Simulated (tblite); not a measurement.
Species: C7H13O2P.
Atom-mapped SMILES: `[CH2:1]=[C:2]([CH3:3])[P@:4](=[O:5])([OH:6])[CH:7]1[CH2:8][CH2:9][CH2:10]1` (hydrogens: H11, H12 on C1; H13, H14, H15 on C3; H16 on O6; H17 on C7; H18, H19 on C8; H20, H21 on C9; H22, H23 on C10)

Cartesian coordinates in Å at the GFN2-xTB level; atoms count from 1:
```xyz
23
C7H13O2P angstrom
C     -3.057   -0.785   -0.513
C     -2.045   -0.094   -0.016
C     -2.065    1.364    0.298
P     -0.492   -0.997    0.308
O     -0.562   -2.454    0.149
O     -0.127   -0.602    1.837
C      0.824   -0.174   -0.679
C      1.428    1.116   -0.106
C      2.789    0.416    0.018
C      2.179   -0.882   -0.530
H     -2.948   -1.839   -0.710
H     -4.012   -0.336   -0.734
H     -3.065    1.773    0.172
H     -1.379    1.897   -0.360
H     -1.736    1.526    1.323
H     -0.112   -1.421    2.336
H      0.461   -0.099   -1.706
H      1.412    1.963   -0.790
H      1.001    1.417    0.847
H      3.166    0.343    1.036
H      3.567    0.840   -0.614
H      2.157   -1.708    0.180
H      2.612   -1.238   -1.462
```

Level: GFN2-xTB in tblite, geometry and Hessian alike; calculated harmonic values, unscaled, isolated species. Errors from tens to a few hundred cm⁻¹ against measured bands are possible. One conformer, not necessarily the lowest. The optimisation stopped once no atom felt more than 0.01 eV/Å.

Lowest wavenumbers of the output (negative numbers stand for imaginary wavenumbers):
```
mode    cm-1
  1     -25.9
  2      43.9
  3      60.6
  4     106.6
  5     147.4
  6     162.2
  7     177.4
  8     205.8
  9     231.5
 10     290.6
```

Question: Is this structure a minimum?

Answer: Not by this Hessian. 1 mode is imaginary beyond 20i (26i cm⁻¹), so at this level the point lies at or near a first-order saddle. The curvature is small, so loose convergence or finite differences may be the whole cause.

Question: Which atoms move in the imaginary mode?

Answer: 26i: C9 (four-membered-ring carbon) 34 %, H20 (methylene hydrogen) 15 %, H21 (methylene hydrogen) 13 %. These are shares of the mass-weighted motion.

Question: What is the remedy?

Answer: Step along that mode in both directions, optimise again with tighter thresholds and repeat the frequencies. The zero-point energy of this point (117.8 kcal/mol) counts the 62 real modes alone, and thermal corrections from it aren't those of a minimum.
